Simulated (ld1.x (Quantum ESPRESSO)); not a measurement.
**Ranking ultrasoft potentials for Er (Z = 68)**

All share these settings but for the change named:

erbium (Er), ultrasoft, made with ld1.x (Quantum ESPRESSO) 7.5 (PBEsol, non-relativistic). Core [Kr] 4d10, reference 4f11.5 5s2 5p6 5d0.5 6s2 6p0. Waves: 5s (bound): rcut 1.75, rcutus 1.85 bohr; 6s (bound): rcut 1.75, rcutus 1.85 bohr; 5p (bound): rcut 2.20, rcutus 2.35 bohr; 6p (bound, empty): rcut 2.20, rcutus 2.35 bohr; 5d (bound): rcut 2.30, rcutus 2.90 bohr; 5d channel at 4.1 Ry: rcut 2.30, rcutus 2.90 bohr; 4f (bound): rcut 1.10, rcutus 1.30 bohr; 4f channel at 0.25 Ry: rcut 1.10, rcutus 1.30 bohr. Local part: all-electron potential smoothed inside 2.50 bohr (lloc = -2). Core correction: a·sin(br)/r model core inside 1.30 bohr. Augmentation charge: PSQ, inside the norm-conserving radii.

Test errors are all-electron minus pseudo excitation energies from the reference, over 4f12 5s2 5p6 5d0 6s2 6p0; 4f12 5s2 5p6 5d0 6s1 6p0; 4f12 5s2 5p6 5d0 6s0 6p0; 4f11 5s2 5p6 5d0 6s2 6p0; 4f12 5s2 5p6 5d0 6s1.5 6p0; 4f12 5s2 5p6 5d1 6s1 6p0; 4f12 5s2 5p6 5d1 6s0 6p0. None of these files shows a bound ghost.

The base gives 124.4 meV.

Of 6 variants that were run, those that failed, showed a ghost or another fault, or gave nearly equal values are left out.

A variant can come out equal or close to the base, since the largest error may sit in a test that the change hardly touches while other tests move.

Problem. Rank these variants by their largest absolute test error, smallest first.
A. wave 4f channel at 0.25 Ry: rcut 1.10, rcutus 1.30 bohr becomes 4f channel at 0.51 Ry: rcut 1.10, rcutus 1.30 bohr
B. waves 5d (bound): rcut 1.68, rcutus 1.78 bohr; 5d channel at 4.1 Ry: rcut 1.68, rcutus 1.78 bohr
C. core correction a·sin(br)/r model core inside 1.48 bohr

Solution. A (108.2 meV), C (123.9 meV), B (180.1 meV).
